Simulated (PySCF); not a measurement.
# P²⁺ (phosphorus, charge +2) across methods

[Ne] 3s1 3p1 3d1, one real determinant (an excited configuration). Computed with PySCF 2.14 in aug-cc-pwCVQZ (10s9p7d5f3g, 134 functions), with the non-relativistic Hamiltonian (point nucleus).

```tsv
method	E (hartree)	mean ε 3s α (eV)	mean ε 3p α (eV)	mean ε 3d α (eV)	Σ⟨r²⟩ (bohr²)	⟨S²⟩
LDA	-338.1706	-37.034	-27.251	-14.853	16.99	3.750
r2SCAN	-339.4227	-37.556	-27.671	-15.017	16.93	3.750
r2SCAN0	-339.4092	-39.134	-29.052	-15.665	17.08	3.750
UHF	-338.93380	-43.549	-32.951	-17.237	17.80	3.750
M06	-339.4244	-38.684	-28.451	-15.494	17.18	3.750
revPBE	-339.3953	-36.962	-27.299	-15.058	16.96	3.750
PBE0	-339.3096	-38.753	-28.805	-15.707	17.08	3.750
```

**Question.** Estimate the same row for PBE.

**Answer.** E (hartree) = -339.2918; mean ε 3s α (eV) = -36.994; mean ε 3p α (eV) = -27.303; mean ε 3d α (eV) = -15.026; Σ⟨r²⟩ (bohr²) = 16.96; ⟨S²⟩ = 3.750.

⟨L²⟩ = 8.00 against 12 for a pure F term, so this real determinant mixes terms. The outer electron is Rydberg-like, and this basis confines it to a smaller radius and binds it less than a complete one would.
